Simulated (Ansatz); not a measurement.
`[CH3][AlH][SiH](O)F` → `[CH2]` (triplet) + `O[SiH](F)[AlH2]`  (formal loss of a carbene)

Isolated molecules relaxed with PBE0-D4/def2-TZVP in Ansatz; ΔE leaves out vibrations. CCSD(T)/CBS is the MP2 limit (def2-TZVPP, def2-QZVPP) plus CCSD(T) − MP2 in def2-TZVPP, frozen cores. This one scheme is used for every species. Functionals use def2-TZVPP. Triplets are unrestricted, without spin–orbit coupling. Each species was taken in one conformer, which may not be the lowest.

```csv
level,ΔE (eV)
PBE-D4,5.05
revPBE-D4,4.87
ωB97M-V,4.98
revPBE,4.74
r2SCAN0,4.68
HF/def2-SVP,3.35
HF/def2-TZVPP,3.32
HF/CBS(def2),3.32
```

Q: What does CCSD(T)/CBS give? (Best estimate.)

A: The calculation gave: +4.95 eV. The listed levels differ from it by 0.10, -0.08, 0.03, -0.21, -0.27, -1.60, -1.63, -1.63 eV.

Q: What do rigid-rotor, harmonic-oscillator terms from PBE0-D4/def2-TZVP frequencies (298.15 K, 1 bar) make of the CCSD(T)/CBS value? (An estimate is asked.)

A: The calculation gave: ΔZPE = -0.32 eV, ΔH = +4.67 eV, ΔS = 142 J/(mol·K), ΔG = +4.23 eV. Open shells count their whole term as degenerate. Modes under 50 cm⁻¹ make the entropy rough.

Largest T1 diagnostic among the species: 0.012.

From BLYP to BHLYP (50 % exact exchange), in def2-TZVPP and without D4, ΔE moves by −0.12 eV. Leaving LDA and LC-ωPBE aside and taking each functional with its dispersion term where it has one, the values, not all of them listed here, spread over 0.35 eV, from r2SCAN0-D4 to PBE-D4. LDA lies +0.71 eV from PBE without D4. In def2-TZVPP, CCSD(T) changes the Hartree–Fock value by +1.49 eV (the triples alone add +0.13 eV) and MP2 by +1.65 eV.

CCSD(T)/CBS has its own doubt, a few kJ/mol and more with outer-core shells, so smaller differences from it don't rank the levels.
